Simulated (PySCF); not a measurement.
Structure from NMR data

An unknown has the formula C$_{8}$H$_{11}$N. Its calculated NMR data are:

$^{1}$H NMR (500 MHz, computed): δ 8.37 (d, 2H), 6.76 (d, 2H), 2.40 (sept, 1H), 1.24 (d, 6H).

$^{13}$C{$^{1}$H} NMR (computed): δ 150.5 (C), 144.3 (CH, 2C), 116.8 (CH, 2C), 40.6 (CH), 26.6 (CH3, 2C).

No solvent, fast rotation and ring inversion assumed for equivalent nuclei, relativity neglected, a single conformation. PBE0-D3(BJ)/def2-SVP geometry; shieldings: GIAO KT2/pcSseg-1; PySCF 2.14.

References, each an isolated molecule treated in the same way: TMS for $^{1}$H (31.18 ppm), $^{13}$C (183.22 ppm).

Task: Propose a structure and justify it.

Result: 
Rings plus π bonds: 4 (1 ring in the answer). 5 carbon signals for 8 carbons: some carbons are equivalent by symmetry or fast rotation. Carbon types of the structure: 1 × C, 5 × CH, 2 × CH3, which accounts for all hydrogens. δC 150.5: substituted aromatic carbon. δC 144.3: aromatic CH next to a ring nitrogen; the adjacent pyridine-type nitrogen withdraws density from it. δC 116.8: aromatic CH. δC 26.6: methyl carbon; aliphatic region, no heteroatom directly attached. δH 8.37: hydrogen on an aromatic CH next to a ring nitrogen; ring current plus the neighbouring ring nitrogen. δH 6.76: hydrogen on an aromatic CH; it sits in the deshielding region of the aromatic ring current. δH 2.40: hydrogen on an sp3 CH on an aromatic ring; benzylic-type position, deshielded by the ring.

These data were computed for `CC(C)c1ccncc1`.

The data come from this structure; uniqueness wasn't tested.

Shifts are as computed. Against solution values, carbons near 30 ppm lie about +2 ppm off and those near 130 ppm about -5 ppm. Of 1211 compounds with measured shifts, 218 miss one by over three times the rms of a fit or turn the order of signals round; such compounds aren't used in these exercises. No couplings were computed; multiplicities are counted from neighbouring protons, with m where these are inequivalent, close in shift, in a saturated or five-membered ring or joined by F or P, and br s for small geminal =CH2 splittings.
